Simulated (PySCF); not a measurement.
PySCF job for MoOCl3, SMILES [O]=[Mo]([Cl])([Cl])[Cl] (connectivity only; charge and spin as stated), neutral, multiplicity 2, C-PCM-PBE0/def2-SVP. Geometry: B3LYP-D3(BJ)/def2-SVP. The geometry has at least one imaginary mode, so it is a saddle point at that level. The spin state was assumed, not searched. The isomer is the one that the SMILES or the coordinates give; other isomers of the formula were not compared. The def2 effective core potentials stand for the cores of Mo; spin–orbit coupling is left out.

```python
import numpy as np
from pyscf import gto, scf, dft
from pyscf.solvent import pcm

mol = gto.M(
    atom='''
    Mo   -0.06293486   -0.30243615   -0.00000000
    O     0.17547004   -1.94183292   -0.00000002
    Cl    1.12728659    0.56468971   -1.73501744
    Cl   -2.18166118    0.53161953   -0.00000001
    Cl    1.12728656    0.56468969    1.73501747
    ''',
    basis='def2-SVP',
    ecp={'Mo': 'def2-svp'},
    charge=0,
    spin=1,
    max_memory=1600,
    verbose=3,
)
mf = dft.UKS(mol, xc='pbe0').density_fit(auxbasis='def2-universal-jkfit')
mf.grids.level = 3
mf.conv_tol = 1e-9
mf.max_cycle = 100
mf.kernel()
fine, coarse = mf.grids, dft.Grids(mol).set(level=1).build(with_non0tab=True)
for _ in range(3):  # follow internal instabilities
    mf.grids = coarse
    mo, _, stable, _ = mf.stability(return_status=True, nroots=4)
    mf.grids = fine
    if stable:
        break
    mf.kernel(mf.make_rdm1(mo, mf.mo_occ))
res = {}
for name, eps in {'water': 78.355, 'acetone': 20.493, '1-octanol': 9.8629}.items():
    s = mf.PCM()
    s.with_solvent.method, s.with_solvent.eps, s.with_solvent.lebedev_order = 'C-PCM', eps, 29
    s.kernel(mf.make_rdm1())
    res[name] = (s.e_tot, eps, s.dip_moment(), s.mo_energy, s.converged)
    print(f'{name}: electrostatic solvation free energy {(s.e_tot - mf.e_tot) * 627.509474:.3f} kcal/mol')
```

It prints:

```

WARN: HOMO -0.390842392152596 >= LUMO -0.390842392152595

converged SCF energy = -1523.16853884384  <S^2> = 0.75599066  2S+1 = 2.0059817
<class 'pyscf.df.df_jk.DFUKS'> wavefunction is stable in the internal stability analysis

WARN: PCM is an experimental feature. It is still in testing.
Features and APIs may be changed in the future.

converged SCF energy = -1523.17271416113  <S^2> = 0.75602073  2S+1 = 2.0060117
Dipole moment(X, Y, Z, Debye): -1.23201, -0.04344,  0.00000
water: electrostatic solvation free energy -2.620 kcal/mol

WARN: PCM is an experimental feature. It is still in testing.
Features and APIs may be changed in the future.

converged SCF energy = -1523.17254422474  <S^2> = 0.7560187  2S+1 = 2.0060097
Dipole moment(X, Y, Z, Debye): -1.21441, -0.03864,  0.00000
acetone: electrostatic solvation free energy -2.513 kcal/mol

WARN: PCM is an experimental feature. It is still in testing.
Features and APIs may be changed in the future.

converged SCF energy = -1523.1722990042  <S^2> = 0.75601591  2S+1 = 2.0060069
Dipole moment(X, Y, Z, Debye): -1.18953, -0.03186,  0.00000
1-octanol: electrostatic solvation free energy -2.360 kcal/mol
```

The run converged.

Cost: roughly 80 core-seconds.
